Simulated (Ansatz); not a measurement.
The same path of a periodic cell of 31 atoms, Al (host Al, host structure fcc, one Al atom removed) was run twice with different band settings.

These are results of DFT PBE, scalar-relativistic, plane waves, PAW in Ansatz, not measurements. Settings: PAW set soft_1, cutoff 420 eV, k mesh 3x3x3, gaussian smearing 0.15 eV, no spin polarisation.

Relaxed end points:

```xyz
31
Lattice="8.1000 0.0000 0.0000 0.0000 8.1000 0.0000 0.0000 0.0000 8.1000" Properties=species:S:1:pos:R:3
Al 6.063 2.005 -0.006
Al 6.064 -0.002 2.003
Al 0.006 -0.003 -0.005
Al 2.047 2.005 -0.005
Al 4.055 4.047 -0.004
Al 6.065 6.090 -0.005
Al 2.048 -0.003 2.003
Al 4.055 2.005 2.003
Al 6.088 4.047 2.027
Al 4.055 -0.004 4.045
Al 6.087 2.030 4.045
Al 6.063 -0.003 6.087
Al 0.005 4.048 -0.004
Al 2.048 6.089 -0.005
Al 0.005 2.029 2.027
Al 2.023 4.047 2.029
Al 4.057 6.089 2.003
Al 0.005 -0.003 4.045
Al 2.022 2.029 4.046
Al 4.055 4.047 4.046
Al 6.088 6.064 4.045
Al 2.047 -0.002 6.087
Al 4.055 2.004 6.088
Al 6.087 4.048 6.063
Al 0.006 6.065 2.028
Al 0.005 4.047 4.045
Al 2.024 6.065 4.046
Al 0.003 2.029 6.063
Al 2.023 4.046 6.064
Al 4.056 6.089 6.088
Al 0.005 6.065 6.063
```

```xyz
31
Lattice="8.1000 0.0000 0.0000 0.0000 8.1000 0.0000 0.0000 0.0000 8.1000" Properties=species:S:1:pos:R:3
Al 6.075 2.025 0.000
Al 6.075 -0.011 2.036
Al 0.022 0.022 0.000
Al 4.028 0.022 0.000
Al 4.028 4.028 0.000
Al 6.075 6.075 0.000
Al 2.025 0.022 2.003
Al 4.028 2.025 2.003
Al 6.075 4.061 2.036
Al 4.061 -0.011 4.050
Al 6.075 2.025 4.050
Al 6.075 -0.011 6.064
Al 0.022 4.028 0.000
Al 2.025 6.075 0.000
Al 0.022 2.025 2.003
Al 2.025 4.028 2.003
Al 4.061 6.075 2.036
Al -0.011 -0.011 4.050
Al 2.025 2.025 4.050
Al 4.061 4.061 4.050
Al 6.075 6.075 4.050
Al 2.025 0.022 6.097
Al 4.028 2.025 6.097
Al 6.075 4.061 6.064
Al -0.011 6.075 2.036
Al -0.011 4.061 4.050
Al 2.025 6.075 4.050
Al 0.022 2.025 6.097
Al 2.025 4.028 6.097
Al 4.061 6.075 6.064
Al -0.011 6.075 6.064
```

Common settings: climbing image yes; spring 5.0 eV/Å²; force threshold 0.05 eV/Å; end points relaxed.

| run | movable images | optimiser | start path | iteration limit | largest step |
| --- | --- | --- | --- | --- | --- |
| 1 | 5 | quadratic models (default) | straight line | 48 | default |
| 2 | 3 | fire | default | 50 | 1.0 Å |

(1) What does each run give, and how far can it be trusted?

## Answers

(1) Run 1: converged after 4 iterations, highest image 0.670 eV above the first end. By the program's own check the climbing image is a first-order saddle point (lowest curvatures found: -1.48 and 0.68 eV/Å²).
Run 2: converged after 25 iterations, highest image 0.671 eV above the first end. The order of the stationary point at the top wasn't checked.
Limits of this set-up: coarse k mesh.
